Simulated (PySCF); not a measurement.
Species: C4H7B.
InChI=1S/C4H7B/c1-2-3-4-5/h3H,1,4-5H2

Torsions of this conformer, `[BH2:1][CH2:2][CH:3]=[C:4]=[CH2:5]`: B1–C2–C3–C4 73°.

The closed-shell ground state was solved at several levels (PySCF, density fitting, gas phase, non-relativistic). The structure is a single GFN2-xTB conformer in the gas phase; no vibrational or solvent corrections.

```json
{"level": "PBE0/def2-SVPD", "basis functions": "156", "HOMO (eV)": "-7.59", "LUMO (eV)": "-0.81", "gap (eV)": "6.78", "dipole (D)": "1.74"}
{"level": "B3LYP/pcJ-1", "basis functions": "205", "HOMO (eV)": "-7.36", "LUMO (eV)": "-0.99", "gap (eV)": "6.37", "dipole (D)": "1.68"}
```

Task: Estimate the row for PBE0/pcSseg-1, a basis of 120 functions; the other rows only guide the guess.

Result: HOMO -7.60 eV, LUMO -0.81 eV, gap 6.79 eV, dipole 1.68 D.

Task: How far do the dipole and the HOMO energy spread over the levels?

Result: The dipole runs from 1.68 to 1.74 D (mean 1.70 D) and the HOMO from -7.60 to -7.36 eV.
